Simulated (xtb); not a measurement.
AuF₅, SMILES [F][Au]([F])([F])([F])[F], multiplicity 1. All values are semi-empirical tight-binding results from xtb (GFN2-xTB unless named), good for trends rather than for accurate numbers. Geometry optimised at GFN2-xTB. The spin state was assumed, not searched.

Optimised geometry:

```xyz
6

Au    -0.0655     0.0654     0.0000
F      1.0807     0.5787     1.3910
F     -1.3734    -0.1570    -1.3087
F      1.1599    -1.4177     0.0000
F      1.0807     0.5787    -1.3910
F     -1.3734    -0.1570     1.3087
```
Charge 0, spin multiplicity 1.

For metal compounds this method's bond lengths and energies can be far off.

| Property | Result |
|---|---|
| point group as xtb finds it | Cs |
| orbital gap | 0.66 eV |
| zero-point energy | 5.0 kcal/mol |
| G − E(el) at 298.15 K (modified RRHO) | -16.8 kcal/mol |

Computed atomic charges and the Wiberg bond orders between heavy atoms:
charges (e) Au1 0.86, F2 -0.20, F3 -0.20, F4 -0.08, F5 -0.20, F6 -0.20. Bond orders Au1–F2 0.76, Au1–F3 0.82, Au1–F4 0.76, Au1–F5 0.76, Au1–F6 0.82.
